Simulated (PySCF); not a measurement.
Record of a relaxation.

Species: Hf(OH)4 (singlet state).
Bonds: Hf1–O2, Hf1–O4, Hf1–O6, Hf1–O8. Hydrogens: H3 on O2; H5 on O4; H7 on O6; H9 on O8.

Computed by this run: PySCF, PBE0-D3(BJ)/def2-SVP geometry optimisation, gas phase, def2 core potentials past Kr; density fitting, grid level 1; the optimiser is geomeTRIC in internal coordinates, started from a GFN2-xTB structure with every atom displaced at random (about 0.03 Å). 14 of its 20 geometries are shown. The frame can shift and turn from step to step; on so coarse a grid that alone can change the energy by a few meV, and forces under 0.02 eV/Å are noise.

Step 0: E = -9549.8101 eV, largest atomic force 5.837 eV/Å
```
atom  x, y, z in Å  |  force x, y, z in eV/Å
Hf1     0.061   -0.077    0.011    0.100   4.614  -0.887
O2      0.034    0.164    1.856   -1.185   1.092   3.842
H3     -0.593    0.882    2.125    0.844  -0.932   0.118
O4      1.907   -0.171   -0.469   -1.245  -0.731  -4.802
H5      2.362   -0.061    0.282    3.643   0.708   4.505
O6     -1.070    1.465   -0.540    1.242   0.133   0.862
H7     -1.677    1.172   -1.193   -1.176  -0.090  -1.151
O8     -0.755   -1.436   -0.888   -4.659  -1.573  -0.534
H9     -0.136   -2.007   -1.209    2.437  -3.220  -1.953
```

Step 1: E = -9550.8970 eV, largest atomic force 1.120 eV/Å
```
atom  x, y, z in Å  |  force x, y, z in eV/Å
Hf1     0.056   -0.049    0.006   -0.538   0.667  -0.027
O2      0.001    0.203    1.972   -0.088  -0.250  -0.515
H3     -0.615    0.903    2.216   -0.001   0.020   0.360
O4      1.964   -0.143   -0.508   -0.804   0.054  -0.271
H5      2.463   -0.024    0.293    0.974   0.102   0.496
O6     -1.061    1.495   -0.553    0.628  -0.562   0.048
H7     -1.690    1.217   -1.223   -0.344   0.265  -0.259
O8     -0.826   -1.541   -0.949   -0.174   0.598   0.747
H9     -0.160   -2.131   -1.279    0.347  -0.894  -0.580
```

Step 3: E = -9551.2353 eV, largest atomic force 1.341 eV/Å
```
atom  x, y, z in Å  |  force x, y, z in eV/Å
Hf1     0.029   -0.027   -0.008    0.201  -0.160  -0.178
O2     -0.053    0.149    1.943   -0.333   0.090  -0.012
H3     -0.627    0.809    2.351    0.157  -0.173   0.168
O4      1.956   -0.015   -0.443    0.548   0.193   1.088
H5      2.637    0.099    0.266   -0.732  -0.141  -1.051
O6     -1.021    1.479   -0.674   -0.388  -0.083  -0.603
H7     -1.707    1.368   -1.355    0.337   0.274   0.384
O8     -0.813   -1.607   -0.849    1.073  -0.770  -0.233
H9     -0.269   -2.324   -1.257   -0.862   0.769   0.438
```

Step 4: E = -9551.3755 eV, largest atomic force 1.600 eV/Å
```
atom  x, y, z in Å  |  force x, y, z in eV/Å
Hf1     0.017   -0.009   -0.016    0.298  -0.429  -0.073
O2     -0.114    0.112    1.934   -0.314   0.166  -0.041
H3     -0.648    0.714    2.462    0.141  -0.164   0.067
O4      1.945    0.064   -0.402    0.918   0.206   0.996
H5      2.730    0.180    0.193   -1.214  -0.184  -1.027
O6     -0.991    1.475   -0.772   -0.474   0.032  -0.552
H7     -1.686    1.498   -1.451    0.407   0.131   0.426
O8     -0.767   -1.657   -0.773    0.946  -0.853  -0.408
H9     -0.353   -2.446   -1.201   -0.707   1.096   0.612
```

Step 6: E = -9551.5638 eV, largest atomic force 0.407 eV/Å
```
atom  x, y, z in Å  |  force x, y, z in eV/Å
Hf1     0.012    0.016   -0.015    0.052  -0.379   0.140
O2     -0.264    0.062    1.919   -0.133   0.248  -0.164
H3     -0.715    0.483    2.654    0.104  -0.104  -0.067
O4      1.916    0.190   -0.375   -0.021   0.024   0.112
H5      2.808    0.322   -0.052   -0.095  -0.032  -0.084
O6     -0.935    1.445   -0.936   -0.101  -0.083  -0.018
H7     -1.578    1.723   -1.589    0.073   0.035   0.077
O8     -0.630   -1.722   -0.623    0.178   0.112  -0.090
H9     -0.482   -2.588   -1.009   -0.057   0.180   0.094
```

Step 7: E = -9551.5818 eV, largest atomic force 0.277 eV/Å
```
atom  x, y, z in Å  |  force x, y, z in eV/Å
Hf1     0.012    0.017   -0.011   -0.017  -0.136   0.105
O2     -0.311    0.065    1.909   -0.105   0.250  -0.056
H3     -0.732    0.426    2.690    0.097  -0.089  -0.094
O4      1.910    0.212   -0.361   -0.143  -0.013   0.046
H5      2.820    0.348   -0.116    0.141   0.006  -0.006
O6     -0.925    1.426   -0.970   -0.068  -0.118   0.041
H7     -1.541    1.776   -1.612    0.054   0.022   0.055
O8     -0.589   -1.731   -0.595    0.063   0.087  -0.096
H9     -0.511   -2.609   -0.961   -0.023  -0.009   0.006
```

Step 9: E = -9551.6204 eV, largest atomic force 0.249 eV/Å
```
atom  x, y, z in Å  |  force x, y, z in eV/Å
Hf1     0.013    0.006   -0.004    0.053   0.069   0.050
O2     -0.461    0.142    1.868   -0.050   0.145   0.169
H3     -0.759    0.292    2.765    0.084  -0.045  -0.230
O4      1.909    0.280   -0.259    0.102   0.017   0.068
H5      2.853    0.427   -0.277   -0.142  -0.027  -0.003
O6     -0.922    1.330   -1.063   -0.128   0.037  -0.055
H7     -1.431    1.902   -1.636    0.105  -0.110   0.120
O8     -0.454   -1.778   -0.562   -0.028  -0.128  -0.134
H9     -0.616   -2.670   -0.857    0.003   0.042   0.015
```

Step 10: E = -9551.6299 eV, largest atomic force 0.285 eV/Å
```
atom  x, y, z in Å  |  force x, y, z in eV/Å
Hf1     0.016   -0.009   -0.002    0.040   0.033   0.038
O2     -0.510    0.200    1.843   -0.036   0.015   0.209
H3     -0.754    0.281    2.763    0.036  -0.010  -0.146
O4      1.912    0.295   -0.198    0.280   0.048   0.009
H5      2.852    0.444   -0.295   -0.219  -0.037   0.024
O6     -0.934    1.279   -1.077   -0.126   0.149  -0.146
H7     -1.404    1.916   -1.610    0.055  -0.083   0.067
O8     -0.401   -1.798   -0.586   -0.058  -0.209  -0.081
H9     -0.644   -2.678   -0.864    0.028   0.094   0.026
```

Step 12: E = -9551.6320 eV, largest atomic force 0.047 eV/Å
```
atom  x, y, z in Å  |  force x, y, z in eV/Å
Hf1     0.016   -0.007   -0.004    0.000  -0.028   0.000
O2     -0.515    0.203    1.841    0.017  -0.015  -0.041
H3     -0.753    0.279    2.760   -0.014   0.006   0.036
O4      1.915    0.300   -0.176   -0.023   0.006   0.022
H5      2.851    0.448   -0.270    0.019   0.001  -0.001
O6     -0.939    1.275   -1.086    0.012  -0.010  -0.002
H7     -1.409    1.911   -1.616   -0.017   0.016  -0.015
O8     -0.394   -1.801   -0.597    0.008   0.037   0.009
H9     -0.640   -2.678   -0.878   -0.001  -0.013  -0.006
```

Step 13: E = -9551.6323 eV, largest atomic force 0.038 eV/Å
```
atom  x, y, z in Å  |  force x, y, z in eV/Å
Hf1     0.016   -0.007   -0.005   -0.012  -0.019   0.010
O2     -0.518    0.199    1.840   -0.005  -0.008   0.012
H3     -0.757    0.276    2.759   -0.003   0.001  -0.008
O4      1.915    0.304   -0.165   -0.017   0.008   0.012
H5      2.851    0.451   -0.253    0.038   0.004  -0.004
O6     -0.939    1.274   -1.090    0.004   0.008  -0.011
H7     -1.411    1.907   -1.622   -0.009   0.006  -0.006
O8     -0.390   -1.799   -0.602    0.005   0.013   0.001
H9     -0.634   -2.675   -0.886   -0.001  -0.013  -0.005
```

Step 15: E = -9551.6330 eV, largest atomic force 0.067 eV/Å
```
atom  x, y, z in Å  |  force x, y, z in eV/Å
Hf1     0.016   -0.003   -0.008   -0.004   0.008   0.024
O2     -0.561    0.178    1.826   -0.041   0.007   0.052
H3     -0.813    0.242    2.744    0.004  -0.003  -0.046
O4      1.915    0.333   -0.094   -0.015   0.006  -0.018
H5      2.853    0.480   -0.169    0.041   0.003  -0.003
O6     -0.930    1.264   -1.118    0.003   0.034  -0.010
H7     -1.405    1.895   -1.652    0.008  -0.016   0.012
O8     -0.352   -1.792   -0.631    0.002  -0.026  -0.007
H9     -0.590   -2.667   -0.923    0.002  -0.013  -0.004
```

Step 16: E = -9551.6333 eV, largest atomic force 0.058 eV/Å
```
atom  x, y, z in Å  |  force x, y, z in eV/Å
Hf1     0.017    0.000   -0.007    0.005   0.005   0.020
O2     -0.603    0.160    1.815   -0.042   0.014   0.038
H3     -0.875    0.219    2.727    0.005  -0.004  -0.043
O4      1.915    0.354   -0.045    0.009   0.004  -0.029
H5      2.854    0.501   -0.110    0.001  -0.002   0.002
O6     -0.916    1.262   -1.134    0.004   0.033   0.000
H7     -1.393    1.889   -1.671    0.013  -0.021   0.016
O8     -0.321   -1.789   -0.651   -0.002  -0.034  -0.007
H9     -0.547   -2.665   -0.951    0.008   0.005   0.002
```

Step 18: E = -9551.6341 eV, largest atomic force 0.046 eV/Å
```
atom  x, y, z in Å  |  force x, y, z in eV/Å
Hf1     0.021   -0.001   -0.001    0.009  -0.012  -0.007
O2     -0.675    0.138    1.796    0.001   0.013  -0.018
H3     -0.996    0.206    2.690   -0.005  -0.003   0.008
O4      1.916    0.374    0.009    0.032  -0.005  -0.006
H5      2.858    0.519   -0.033   -0.045  -0.005   0.005
O6     -0.881    1.268   -1.143    0.002  -0.001   0.011
H7     -1.365    1.883   -1.687    0.004  -0.002  -0.002
O8     -0.277   -1.788   -0.672   -0.007  -0.008   0.002
H9     -0.468   -2.668   -0.987    0.009   0.022   0.008
```

Step 19: E = -9551.6342 eV, largest atomic force 0.020 eV/Å
```
atom  x, y, z in Å  |  force x, y, z in eV/Å
Hf1     0.022   -0.003    0.000    0.004  -0.008  -0.005
O2     -0.681    0.140    1.794    0.006   0.010  -0.015
H3     -1.010    0.213    2.685   -0.004  -0.003   0.009
O4      1.917    0.371    0.012    0.014  -0.007   0.000
H5      2.859    0.515   -0.025   -0.020  -0.001   0.004
O6     -0.876    1.270   -1.142    0.000  -0.004   0.004
H7     -1.360    1.883   -1.688    0.002   0.002  -0.006
O8     -0.277   -1.789   -0.672   -0.006   0.001   0.004
H9     -0.461   -2.669   -0.988    0.004   0.009   0.003
```

Q: Summarise the path.

A: The energy falls by 176.00 kJ/mol from step 0 to step 19; nine tenths of that is first reached at step 5. It falls at every step. The largest force goes from 5.837 to 0.020 eV/Å. Among the bonds Hf1–O8 changes most, from 1.822 to 1.932 Å; the atoms move by 0.693 Å rms after alignment.

What follows is the cost of the whole optimisation. On one thread of an AMD EPYC 9B45, shared host, this took 70 s and 0.42 GiB of memory at its peak.
